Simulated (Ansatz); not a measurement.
Ansatz (an electronic-structure program) input (B2PLYP/def2-TZVPD):

Ansatz 0.2 input:
```yaml
crystal:
  periodic: [false, false, false]
  atoms:
    - {symbol: F, position_ang: [-1.29603296, 0.90948502, -1.14723509]}
    - {symbol: Si, position_ang: [-1.29004073, 0.02124205, 0.19514923]}
    - {symbol: C, position_ang: [0.27998102, -0.97124823, 0.26451859]}
    - {symbol: Si, position_ang: [1.88594336, 0.01638056, 0.16324077]}
    - {symbol: H, position_ang: [-1.37732823, 0.94803953, 1.34400978]}
    - {symbol: H, position_ang: [-2.48610823, -0.84750508, 0.14662526]}
    - {symbol: H, position_ang: [0.26979092, -1.72201864, -0.53065383]}
    - {symbol: H, position_ang: [0.28006512, -1.51941353, 1.21611498]}
    - {symbol: H, position_ang: [3.06922717, -0.85841518, 0.37941924]}
    - {symbol: H, position_ang: [1.88612709, 1.11472034, 1.16502898]}
basis:
  gaussian:
    orbitals: def2-TZVPD
hamiltonian:
  xc: {name: B2PLYP}
magnetization: {spin_polarized: true, initial_magnetization: 1}
correlation: {electrons: outside_noble_gas}
```

Output:

```
Functional definition: B2PLYP
integrals: 0.37 GiB planned
1464 factors; integrals over basis functions are off by at most 8.9e-4 eV
0.35 GiB of the device are held for the grids
1.21 GiB of device memory are held for the factors and their scratch space
mean field: 1.88 GiB planned
mean field evaluation 1: about -19590.2548 eV, gradient 3.3e1 eV
mean field evaluation 2: about -19590.2811 eV, gradient 3.3e1 eV
mean field evaluation 4: about -19594.6671 eV, gradient 2.6e0 eV
mean field evaluation 8: about -19594.7015 eV, gradient 3.1e-1 eV
mean field evaluation 16: about -19594.7022 eV, gradient 2.2e-4 eV
mean field -19594.70221442 eV, -720.0920246136 hartree, gradient 8.4e-6 eV, S^2 0.752556; 0 other end points of the search recorded, 0 dependent functions left out
12 core orbitals not correlated
reference -19594.70240526 eV, -720.0920316270 hartree; 13, 12 occupied and 192, 193 virtual orbitals, 1464 factors
second order -21.06972907 eV of doubles, -0.00000000 eV of singles
Total energy: -19600.39123211 eV, -720.3010921577 hartree
```

It need not be the lowest isomer of its formula.
